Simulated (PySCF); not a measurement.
# Working with the constants of CsSb

TPSSh constants of CsSb, ³Σ⁻ (triplet), unpaired electrons π ↑↑ (PySCF, scalar-relativistic core potentials, basis sets Cs def2-SVPD with ECP46, Sb def2-SVPD with ECP28; masses 132.9054 and 120.9038 u):

```
ωe              : 90.7 cm⁻¹
ωexe            : 0.203 cm⁻¹
Be              : 0.01961 cm⁻¹
αe              : 5.79e-05 cm⁻¹
D (centrifugal) : 3.66e-09 cm⁻¹
De to Cs + Sb   : 1.29 eV
```

(1) Give the vibrational terms G(v) and spacings up to v = 6.

(2) How well does the Morse estimate ωe²/(4ωexe) reproduce De, and what is D0?

These are scalar-relativistic numbers at best; spin–orbit coupling would shift them, the dissociation energy most. The state was picked by a PBE0 search and need not be the measured ground state.

## Answers

(1) G(v) = ωe(v+½) − ωexe(v+½)².

| v | G(v) (cm⁻¹) | G(v) − G(v−1) | Bv (cm⁻¹) |
| --- | --- | --- | --- |
| 0 | 45.3 |  | 0.01958 |
| 1 | 135.6 | 90.3 | 0.01952 |
| 2 | 225.5 | 89.9 | 0.01947 |
| 3 | 315.0 | 89.5 | 0.01941 |
| 4 | 404.0 | 89.1 | 0.01935 |
| 5 | 492.7 | 88.7 | 0.01929 |
| 6 | 581.0 | 88.3 | 0.01923 |

(2) It gives 1.26 eV, 97 % of the computed De. D0 = De − G(0) = 1.29 − 0.01 = 1.28 eV.
